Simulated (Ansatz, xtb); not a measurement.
System: YCl₂, charge 1, multiplicity 1. The spin state was set by rule; other spins were not relaxed. 
Structure (B3LYP-D3(BJ)/def2-TZVP (Ansatz, a quantum-chemistry and plane-wave program) minimum search):
```xyz
3

Y      0.4923    -0.2353    -0.2851
Cl    -0.6514     1.6962    -0.9997
Cl    -0.4779    -1.1564     1.6539
```
Charge +1, spin multiplicity 1.

Harmonic wavenumbers from GFN2-xTB (xtb, at its own minimum), cm⁻¹: 106, 215, 254.

Give the harmonic wavenumbers at B3LYP-D3(BJ)/def2-TZVP (Ansatz, finite differences of forces, unscaled).

90, 413, 427 cm⁻¹. Zero-point energy 1.3 kcal/mol.

From these and the geometry, give the ideal-gas thermochemistry at 298.15 K and 1 atm (rigid rotor, harmonic oscillator).

Point group C2v, rotational symmetry number 2. Rotational constants 7.334, 1.875, 1.493 GHz. S(trans) 41.12, S(rot) 25.77, S(vib) 5.44, S(elec, spin only) 0.00, S 72.3 cal/(mol K). H(298) - H(0) 3.21 kcal/mol; G - E(el) -17.0 kcal/mol.
